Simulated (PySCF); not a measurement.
## Nb(39+) (niobium, charge +39): Hartree-Fock from Schrödinger to Dirac-Coulomb-Breit

Occupied: 1s1/2. Hartree-Fock calculated with PySCF 2.14 in an even-tempered Gaussian basis (16 s from 5.9 bohr⁻², ratio 2.7; 12 p from 7.1 bohr⁻², ratio 2.7), Gaussian nucleus throughout. NR is non-relativistic, sf-X2C the spin-free one-electron X2C Hamiltonian, X2C adds the bare one-electron spin-orbit term, X2C-SNSO screens it by Boettger's factors, DC is four-component Dirac-Coulomb, and the Gaunt and Breit terms are added at first order (total energies over the DC spinors, levels after relaxing the spinors in that mean field). QED terms are absent. Levels marked empty are virtual spinors of this ion.

```tsv
Hamiltonian	E (hartree)
NR	-1655.4506
sf-X2C	-1693.4974
X2C	-1693.4974
X2C-SNSO	-1693.4974
DC	-1693.9482
DC+Gaunt	-1693.0268
DC+Breit	-1693.0268
```

| level (eV) | NR | sf-X2C | X2C | X2C-SNSO | DC | DC+Gaunt | DC+Breit |
| --- | --- | --- | --- | --- | --- | --- | --- |
| 1s1/2 | -22177.9 | -22677.7 | -22677.7 | -22677.7 | -22689.8 | -22665.0 | -22665.0 |
| 2s1/2 (empty) | -5280.2 | -5429.0 | -5429.0 | -5429.0 | -5430.2 | -5427.6 | -5427.9 |
| 2p1/2 (empty) | -5204.6 | -5266.9 | -5349.3 | -5347.2 | -5346.4 | -5340.9 | -5341.7 |
| 2p3/2 (empty) | -5204.6 | -5266.9 | -5228.6 | -5229.5 | -5230.5 | -5227.6 | -5228.4 |
| 3s1/2 (empty) | -2322.3 | -2374.7 | -2374.7 | -2374.7 | -2375.1 | -2374.3 | -2374.4 |

Problem. How large are the two-electron picture-change error of X2C and the Breit correction in the total energy?

Solution. X2C-1e lies 0.4507 hartree above Dirac-Coulomb; Gaunt adds 0.9213 and the full Breit term 0.9213 hartree.

```json
{"interval (eV)": "2p3/2 − 2p1/2", "X2C": "120.7", "X2C-SNSO": "117.7", "DC": "115.9", "DC+Gaunt": "113.3", "DC+Breit": "113.3"}
```

Weight of the small component: 1s1/2 0.0226, 2s1/2 0.00534, 2p1/2 0.00530, 2p3/2 0.00518, 3s1/2 0.00235.

Koopmans' value for the highest occupied level at DC+Breit: 22665.0 eV, against an ionisation energy of 22648.0 eV (theoretical estimate listed by NIST; NIST Atomic Spectra Database, ionization energies); the former lacks relaxation, correlation, QED and recoil.

The whole ladder took 29 s of wall time on 1 thread of Neoverse-V2 (shared host), launched as `OMP_NUM_THREADS=1 python relrun2.py TASK.json OUT` (a driver that calls PySCF for each Hamiltonian).

Dirac-Coulomb iterations, started from the X2C spinors:

```
with_ssss True, with_gaunt False, with_breit False
light speed = 137.03599967994
init E= -1688.8216229278
cycle= 1 E= -1693.94813246166  delta_E= -5.13  |g|= 0.499  |ddm|= 0.0281
cycle= 2 E= -1693.94815546487  delta_E= -2.3e-05  |g|= 0.00123  |ddm|= 0.00015
cycle= 3 E= -1693.94815546518  delta_E= -3.17e-10  |g|= 3.32e-06  |ddm|= 1.4e-06
```
